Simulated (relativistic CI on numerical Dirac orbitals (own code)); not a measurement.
**Rb II: what numerical and physical settings do to a radial Dirac CI calculation**

Reference input:

```
atom Rb  Z=37  charge=1  electrons=36
nucleus A=85  rms_radius_fm=4.2036
hamiltonian dirac-coulomb  breit=on  qed=on  c_scale=1
orbitals kli  potential=per-configuration
slater_scale 1
correlation none
mixing on
grid step=0.0125 r_max=74.5
scf mixing=0.4 start=green max_iterations=150 tolerance=2e-08 node_fill=0.05
configurations
  [Ar] 3d10 4s2 4p6
end
```

Computed lowest total energy -2977.03333 Ha, 11 SCF steps. Runs with settings changed; * marks those that are bad on purpose:

```csv
Changed,Outcome,Lowest level,ΔE (Ha),First excitation (cm⁻¹),SCF steps,Message
"grid step 0.02, end of the grid at 111.75 bohr, iteration limit 20",converged,4p6 1S_0,9.55e-05,,11,
end of the grid at 111.75 bohr,converged,4p6 1S_0,1.82e-12,,11,
nuclear radius 5.4647 fm,converged,4p6 1S_0,0.0177,,11,
SCF mixing 0.05,converged,4p6 1S_0,-1.51e-09,,14,
charge 2 *,refused,,,,0,"configuration [Ar] 3d10 4s2 4p6 has 36 electrons, the ion has 35"
end of the grid at 11.17 bohr *,not converged,,,,11,orbital 4p1/2 not found
```

With so few configurations and no correlation, terms lie too far apart (by 10 to 50 % near neutrality), their order can be wrong, and levels of other configurations are missing.
